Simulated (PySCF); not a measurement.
C₂H₃Br₂Cl, SMILES CC(Cl)(Br)Br. Atoms are numbered in the order given.

```xyz
8

C     -1.8282     0.7201     0.0000
C     -0.3402     0.4338     0.0000
Cl     0.5856     1.9639     0.0000
Br     0.1374    -0.6099    -1.6031
Br     0.1374    -0.6099     1.6031
H     -2.0871     1.3012     0.8968
H     -2.3923    -0.2224     0.0000
H     -2.0871     1.3012    -0.8968
```

Geometry: B3LYP-D3(BJ)/def2-SVP.

Level of theory: r2SCAN/def2-TZVP in PySCF.

```yaml
total_energy: -5686.45879 hartree
point_group: Cs
highest_occupied_level: -7.14 eV
lowest_empty_level: -2.59 eV
orbital_gap: 4.55 eV
dipole_moment: 1.83 D
quadrupole, principal values (traceless, Buckingham form, about the centre of nuclear charge): -2.14, -1.63, 3.77 D·Å
mean_static_polarisability: 77.4 bohr³ (11.47 Å³)
polarisability_principal_values: 66.2, 79.0, 87.0 bohr³
```
